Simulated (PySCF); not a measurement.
Level of theory: M06-2X/def2-TZVP // PBE0-D3(BJ)/def2-TZVP in PySCF 2.14.0. Isolated molecules, 0 K electronic values unless said otherwise. One relaxed conformer stands for a flexible species; it need not be the lowest. Excitations are Tamm–Dancoff values on a coarser integration grid. The basis has no diffuse functions, so Rydberg states are missing or too high.

Reference species (SMILES): `C(/C)=C\C#C` (neutral, multiplicity 1).

S1 excitation (TDA): 5.49 eV
HOMO–LUMO gap: 8.15 eV

Changed species: `C(#C)CC=C`.

**Question.** Predict the effect on the S1 excitation (TDA) and HOMO–LUMO gap.

**Answer.** the S1 excitation (TDA) goes up by 0.73 eV, to 6.22 eV; the HOMO–LUMO gap goes up by 1.68 eV, to 9.83 eV.
